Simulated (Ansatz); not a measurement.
Consider the formal hydrolysis of a Mo–N bond: `[NH2][Mo](=[O])(=[O])[OH]` + H₂O → `[O]=[Mo](=[O])([OH])[OH]` + NH₃.

Calculated with Ansatz (gas phase, PBE0-D4/def2-TZVP geometries, no zero-point term in ΔE). CBS: MP2 limit from def2 TZ/QZ plus the TZ coupled-cluster correction, frozen cores. This one scheme is used for every species. DFT in def2-TZVPP. B3LYP here is the variant with VWN-RPA as its local correlation; programs differ in this. Elements past krypton have def2 core potentials. For Mo outer-core shells are correlated without core-valence functions, which leaves a few kJ/mol of doubt a bond. Each species was taken in one conformer, which may not be the lowest.

```json
{"level": "LDA (SPW92)", "ΔE (kJ/mol)": "-26.5", "difference from CCSD(T)/CBS": "-3.4"}
{"level": "BLYP-D4", "ΔE (kJ/mol)": "-30.1", "difference from CCSD(T)/CBS": "-7.0"}
{"level": "r2SCAN0-D4", "ΔE (kJ/mol)": "-28.9", "difference from CCSD(T)/CBS": "-5.8"}
{"level": "ωB97X-V", "ΔE (kJ/mol)": "-31.2", "difference from CCSD(T)/CBS": "-8.1"}
{"level": "ωB97M-V", "ΔE (kJ/mol)": "-28.9", "difference from CCSD(T)/CBS": "-5.8"}
{"level": "PBE-QIDH", "ΔE (kJ/mol)": "-26.7", "difference from CCSD(T)/CBS": "-3.6"}
{"level": "PBE", "ΔE (kJ/mol)": "-31.0", "difference from CCSD(T)/CBS": "-7.9"}
{"level": "BLYP", "ΔE (kJ/mol)": "-34.3", "difference from CCSD(T)/CBS": "-11.2"}
{"level": "B3LYP", "ΔE (kJ/mol)": "-31.6", "difference from CCSD(T)/CBS": "-8.5"}
{"level": "r2SCAN0", "ΔE (kJ/mol)": "-29.5", "difference from CCSD(T)/CBS": "-6.4"}
{"level": "CCSD(T)/def2-TZVPP", "ΔE (kJ/mol)": "-25.2", "difference from CCSD(T)/CBS": "-2.1"}
{"level": "HF/def2-QZVPP", "ΔE (kJ/mol)": "-31.9", "difference from CCSD(T)/CBS": "-8.8"}
{"level": "MP2/def2-QZVPP", "ΔE (kJ/mol)": "-23.6", "difference from CCSD(T)/CBS": "-0.5"}
{"level": "HF/CBS(def2)", "ΔE (kJ/mol)": "-31.9", "difference from CCSD(T)/CBS": "-8.8"}
{"level": "MP2/CBS(def2)", "ΔE (kJ/mol)": "-22.7", "difference from CCSD(T)/CBS": "0.4"}
{"level": "CCSD/CBS(def2)", "ΔE (kJ/mol)": "-23.2", "difference from CCSD(T)/CBS": "-0.1"}
{"level": "CCSD(T)/CBS", "ΔE (kJ/mol)": "-23.1", "difference from CCSD(T)/CBS": "0"}
```

Largest T1 diagnostic among the species: 0.025, so the coupled-cluster value is less sure than usual.

The D4 term adds +3.3 kJ/mol with B3LYP and +1.8 kJ/mol with PBE0; it sums over pairs of atoms, weighted by their polarisabilities, and B3LYP, whose exchange is more repulsive, gets the larger term. In def2-TZVPP, CCSD(T) changes the Hartree–Fock value by +6.8 kJ/mol (the triples alone add +0.1 kJ/mol) and MP2 by +7.1 kJ/mol.
